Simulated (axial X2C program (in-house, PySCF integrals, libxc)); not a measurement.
## Spin–orbit effects down a group: molecules with Sr (ions), MP2

Calculated with an axial X2C code built on PySCF integrals, spin-free (one-electron X2C) or two-component (2c: spin–orbit coupling with atomic mean-field Coulomb and Gaunt terms, which also bring small scalar terms), in Dyall basis sets with cores contracted in-house; open shells are unrestricted.

Basis sets: Br dyall-acv3z, Cl dyall-av3z, F dyall-av3z, I dyall-acv3z, Sr dyall-acv3z. Frozen shells (counts by l): SrF⁻ Sr 4s3p1d, F 1s, 10 electrons correlated; SrCl⁻ Sr 4s3p1d, Cl 2s1p, 10 electrons correlated; SrBr⁻ Sr 4s3p1d, Br 3s2p1d, 10 electrons correlated; SrI⁻ I 4s3p2d, Sr 4s3p1d, 10 electrons correlated. Where the outer core of a metal is frozen, bonds come out longer and ionisation energies lower.

```tsv
molecule	spin-free state	Re (Å)	ωe (cm⁻¹)	De (eV)	2c state	Re 2c (Å)	ωe 2c (cm⁻¹)	De 2c (eV)
SrF⁻	M_S = 0, Λ = 0	2.184	414.0	3.03	Ω = 0	2.184	413.9	3.03
SrCl⁻	M_S = 0, Λ = 0	2.748	230.5	1.83	Ω = 0	2.748	230.4	1.83
SrBr⁻	M_S = 0, Λ = 0	2.935	159.6	1.57	Ω = 0	2.935	159.4	1.57
SrI⁻	M_S = 0, Λ = 0	3.222	120.7	1.24	Ω = 0	3.224	120.3	1.24
```

(1) Work out the shifts from the spin-free to the two-component result.

Fragments in 2c: Sr + F-, Sr + Cl-, Sr + Br-, I- + Sr. Each entry is the lowest single determinant of a limited PBE0 search at one distance. De goes to single-determinant-based atoms at the same level (for ions the charge split of lowest energy) and is withheld (n/a) where an atom does not fit its ground term or J level. Main or longest-lived isotopes.

## Answers

(1) 

```json
{"molecule": "SrF⁻", "2c state": "Ω = 0", "ΔRe (Å)": "0.000", "Δωe (cm⁻¹)": "-0.1", "ΔDe (eV)": "0.00"}
{"molecule": "SrCl⁻", "2c state": "Ω = 0", "ΔRe (Å)": "0.000", "Δωe (cm⁻¹)": "-0.1", "ΔDe (eV)": "0.00"}
{"molecule": "SrBr⁻", "2c state": "Ω = 0", "ΔRe (Å)": "0.000", "Δωe (cm⁻¹)": "-0.2", "ΔDe (eV)": "0.00"}
{"molecule": "SrI⁻", "2c state": "Ω = 0", "ΔRe (Å)": "0.002", "Δωe (cm⁻¹)": "-0.4", "ΔDe (eV)": "0.00"}
```

Shifts of one unit in the last digit are rounding.
